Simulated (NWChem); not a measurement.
System: CrNH2SOCl; SMILES [NH2][Cr](=[O])(=[S])[Cl]

NWChem input:

```
start job
memory heap 200 mb stack 900 mb global 1100 mb
geometry units angstroms noautoz
  Cr    -0.292955     0.090559     0.065825
  O     -1.100733     0.115994     1.358168
  S      1.016835     1.565333     0.001498
  Cl     0.737565    -1.782728    -0.083963
  N     -1.404749     0.271650    -1.279331
  H     -2.399928     0.091237    -1.164382
  H     -1.173136     0.705004    -2.169582
end
basis spherical
  Cr library def2-svp
  O library def2-svp
  S library def2-svp
  Cl library def2-svp
  N library def2-svp
  H library def2-svp
end
dft
  xc m05-2x
  iterations 150
  mulliken
end
task dft energy
```

Coordinates come from a PBE0/def2-SVP optimisation. No frequency run checked for a minimum.

Q: What results follow from this input? (M05-2X/def2-SVP.) Quantities: energy (Ha); highest occupied level (eV); orbital gap (eV); dipole (D).

A: 
| Item | Result |
|---|---|
| energy (Ha) | -2033.41 |
| highest occupied level (eV) | -9.02 |
| orbital gap (eV) | 6.10 |
| dipole (D) | 3.82 |
